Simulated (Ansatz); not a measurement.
Results of the Gaussian-basis code of Ansatz.

A structure relaxed at PBE0-D4/def2-TZVP, charge 0, multiplicity 1:

Cartesian coordinates in Å:
```
C 0.514 -2.142 -1.531
C 0.131 -0.893 -0.824
C 0.179 -0.777 0.560
C -0.014 0.477 1.125
C 0.210 0.743 2.570
O -0.360 1.489 0.425
B -0.904 1.330 -1.003
O -0.642 2.455 -1.775
F -2.234 1.037 -0.894
O -0.212 0.083 -1.573
H 1.282 -1.916 -2.274
H -0.356 -2.520 -2.075
H 0.875 -2.907 -0.846
H 0.478 -1.614 1.171
H 0.587 -0.134 3.094
H 0.911 1.572 2.682
H -0.735 1.059 3.020
H 0.291 2.656 -1.849
```

Q: Give its formula and SMILES.

A: C5H8BFO3, `CC1=CC(C)=[O+][B-](O)(F)O1`.

Q: Point group (tolerance 0.08 Å, 0.16 Å for H)?

A: Cs.

Q: Summarise the bond lengths by kind.

A: 4 × C–C 1.389 to 1.486 Å; 7 × C–H 1.079 to 1.093 Å; 2 × C–O 1.278 Å; 3 × B–O 1.390 to 1.536 Å; 1 × B–F 1.366 Å; 1 × H–O 0.957 Å.
